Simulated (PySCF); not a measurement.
H₂Si₂, SMILES [Si]=[SiH2] (connectivity only; charge and spin as stated), neutral, multiplicity 1. Geometry: TPSSh-D3(BJ)/def2-TZVP. The isomer is the one that the SMILES or the coordinates give; other isomers of the formula were not compared.

Method: TPSSh-D3(BJ)/def2-TZVP run with PySCF 2.14.0.

Harmonic wavenumbers (cm⁻¹): 246, 363, 532, 897, 2216, 2240. Rotational constants (GHz): 165.6, 6.727, 6.464; symmetry number 2.

Q: Work out the zero-point energy and the ideal-gas rigid-rotor harmonic-oscillator thermochemistry at 298.15 K and 1 atm.

A: ZPE = ½ Σ hcν = ½ × 6494 cm⁻¹ = 38.84 kJ/mol. H − E(el) = 51.64 kJ/mol. Entropy in J/(mol K): translation 159.43, rotation 83.47, vibration 15.02, total 257.92. G − E(el) = -25.26 kJ/mol. Cp = 54.22 J/(mol K).
